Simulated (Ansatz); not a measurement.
Gas-phase electronic energies from Ansatz, PBE0-D4/def2-TZVP geometries. CBS: MP2 limit from def2 TZ/QZ plus the TZ coupled-cluster correction, frozen cores. DFT in def2-TZVPP. B3LYP here is the variant with VWN-RPA as its local correlation; programs differ in this. HSE06 is defined as in plane-wave codes. def2 core potentials past Kr. For Sn outer-core shells are correlated without core-valence functions, which leaves a few kJ/mol of doubt a bond. Each species was taken in one conformer, which may not be the lowest.

Consider the substitution at a C–C bond: `C[C@@H]1N[Si@@H]1F` + `[CH3][Sn][OH]` → `C[O][Sn][CH3]` + `F[SiH]1CN1`.

`C[C@@H]1N[Si@@H]1F`:

```xyz
11

C    -0.758   -1.213    0.513
C     0.260   -0.388   -0.227
N     0.944    0.689    0.586
Si    0.116    1.362   -0.715
F    -1.147    2.272   -0.393
H    -0.272   -1.896    1.217
H    -1.441   -0.579    1.081
H    -1.348   -1.811   -0.186
H     0.940   -0.992   -0.835
H     1.914    0.596    0.839
H     0.792    1.962   -1.880
```

`[CH3][Sn][OH]`:

Cartesian coordinates in Å:
```
C -0.173 -0.742 -0.570
Sn -1.201 0.349 1.033
O 0.273 1.645 1.328
H 0.053 -0.058 -1.394
H -0.765 -1.572 -0.960
H 0.777 -1.139 -0.195
H 1.037 1.518 0.758
```

`C[O][Sn][CH3]`:

Z-matrix (Å, degrees):
```
C
O 1 1.398
H 1 1.097 2 110.0
H 1 1.097 2 113.4 3 -120.8
H 1 1.097 2 110.1 3 118.3
Sn 2 1.980 1 129.7 3 122.0
C 6 2.195 2 97.8 1 -0.0
H 7 1.092 6 110.1 2 179.8
H 7 1.094 6 111.0 2 59.7
H 7 1.094 6 111.0 2 -60.2
```

`F[SiH]1CN1`:

```xyz
8

F     1.861    0.310   -1.129
Si    0.651   -0.505   -0.488
C    -0.276    0.239    0.888
N    -0.914    0.089   -0.473
H     0.897   -1.924   -0.788
H    -0.781   -0.297    1.688
H     0.014    1.251    1.176
H    -1.452    0.836   -0.876
```

```json
{"level": "LDA (SPW92)", "ΔE (kcal/mol)": "15.7", "difference from CCSD(T)/CBS": "-0.7"}
{"level": "PBE-D4", "ΔE (kcal/mol)": "15.4", "difference from CCSD(T)/CBS": "-1.0"}
{"level": "revPBE-D4", "ΔE (kcal/mol)": "15.5", "difference from CCSD(T)/CBS": "-0.9"}
{"level": "BLYP-D4", "ΔE (kcal/mol)": "13.9", "difference from CCSD(T)/CBS": "-2.5"}
{"level": "r2SCAN-D4", "ΔE (kcal/mol)": "15.7", "difference from CCSD(T)/CBS": "-0.7"}
{"level": "B97M-V", "ΔE (kcal/mol)": "15.4", "difference from CCSD(T)/CBS": "-1.0"}
{"level": "PBE0-D4", "ΔE (kcal/mol)": "15.9", "difference from CCSD(T)/CBS": "-0.5"}
{"level": "B3LYP-D4", "ΔE (kcal/mol)": "14.4", "difference from CCSD(T)/CBS": "-2.0"}
{"level": "r2SCANh-D4", "ΔE (kcal/mol)": "15.9", "difference from CCSD(T)/CBS": "-0.5"}
{"level": "r2SCAN0-D4", "ΔE (kcal/mol)": "16.0", "difference from CCSD(T)/CBS": "-0.4"}
{"level": "HSE06-D4", "ΔE (kcal/mol)": "15.8", "difference from CCSD(T)/CBS": "-0.6"}
{"level": "BHLYP-D4", "ΔE (kcal/mol)": "14.4", "difference from CCSD(T)/CBS": "-2.0"}
{"level": "CAM-B3LYP-D4", "ΔE (kcal/mol)": "14.5", "difference from CCSD(T)/CBS": "-1.9"}
{"level": "ωB97X-V", "ΔE (kcal/mol)": "15.1", "difference from CCSD(T)/CBS": "-1.3"}
{"level": "ωB97M-V", "ΔE (kcal/mol)": "15.7", "difference from CCSD(T)/CBS": "-0.7"}
{"level": "B2PLYP", "ΔE (kcal/mol)": "15.2", "difference from CCSD(T)/CBS": "-1.2"}
{"level": "PBE-QIDH", "ΔE (kcal/mol)": "16.5", "difference from CCSD(T)/CBS": "0.1"}
{"level": "PBE", "ΔE (kcal/mol)": "15.4", "difference from CCSD(T)/CBS": "-1.0"}
{"level": "revPBE", "ΔE (kcal/mol)": "15.4", "difference from CCSD(T)/CBS": "-1.0"}
{"level": "BLYP", "ΔE (kcal/mol)": "13.9", "difference from CCSD(T)/CBS": "-2.5"}
{"level": "r2SCAN", "ΔE (kcal/mol)": "15.7", "difference from CCSD(T)/CBS": "-0.7"}
{"level": "PBE0", "ΔE (kcal/mol)": "15.9", "difference from CCSD(T)/CBS": "-0.5"}
{"level": "r2SCANh", "ΔE (kcal/mol)": "15.9", "difference from CCSD(T)/CBS": "-0.5"}
{"level": "r2SCAN0", "ΔE (kcal/mol)": "16.0", "difference from CCSD(T)/CBS": "-0.4"}
{"level": "HSE06", "ΔE (kcal/mol)": "15.9", "difference from CCSD(T)/CBS": "-0.5"}
{"level": "BHLYP", "ΔE (kcal/mol)": "14.6", "difference from CCSD(T)/CBS": "-1.8"}
{"level": "CAM-B3LYP", "ΔE (kcal/mol)": "14.6", "difference from CCSD(T)/CBS": "-1.8"}
{"level": "LC-ωPBE", "ΔE (kcal/mol)": "15.9", "difference from CCSD(T)/CBS": "-0.5"}
{"level": "HF/def2-SVP", "ΔE (kcal/mol)": "11.5", "difference from CCSD(T)/CBS": "-4.9"}
{"level": "MP2/def2-SVP", "ΔE (kcal/mol)": "15.1", "difference from CCSD(T)/CBS": "-1.3"}
{"level": "CCSD/def2-SVP", "ΔE (kcal/mol)": "13.5", "difference from CCSD(T)/CBS": "-2.9"}
{"level": "HF/def2-TZVPP", "ΔE (kcal/mol)": "13.9", "difference from CCSD(T)/CBS": "-2.5"}
{"level": "MP2/def2-TZVPP", "ΔE (kcal/mol)": "17.1", "difference from CCSD(T)/CBS": "0.7"}
{"level": "SCS-MP2/def2-TZVPP", "ΔE (kcal/mol)": "16.0", "difference from CCSD(T)/CBS": "-0.4"}
{"level": "CCSD(T)/def2-TZVPP", "ΔE (kcal/mol)": "15.8", "difference from CCSD(T)/CBS": "-0.6"}
{"level": "HF/def2-QZVPP", "ΔE (kcal/mol)": "13.9", "difference from CCSD(T)/CBS": "-2.5"}
{"level": "MP2/def2-QZVPP", "ΔE (kcal/mol)": "17.5", "difference from CCSD(T)/CBS": "1.1"}
{"level": "SCS-MP2/def2-QZVPP", "ΔE (kcal/mol)": "16.4", "difference from CCSD(T)/CBS": "0.0"}
{"level": "HF/CBS(def2)", "ΔE (kcal/mol)": "13.9", "difference from CCSD(T)/CBS": "-2.5"}
{"level": "CCSD/CBS(def2)", "ΔE (kcal/mol)": "16.3", "difference from CCSD(T)/CBS": "-0.1"}
{"level": "CCSD(T)/CBS", "ΔE (kcal/mol)": "16.4", "difference from CCSD(T)/CBS": "0"}
```

Largest T1 diagnostic among the species: 0.017.

Leaving LDA and LC-ωPBE aside and taking each functional with its dispersion term where it has one, the values spread over 2.6 kcal/mol, from BLYP-D4 to PBE-QIDH. At CCSD(T), def2-SVP lies −2.8 kcal/mol from the extrapolated value and def2-TZVPP −0.6 kcal/mol. In def2-TZVPP, CCSD(T) changes the Hartree–Fock value by +1.9 kcal/mol (the triples alone add +0.1 kcal/mol) and MP2 by +3.3 kcal/mol.
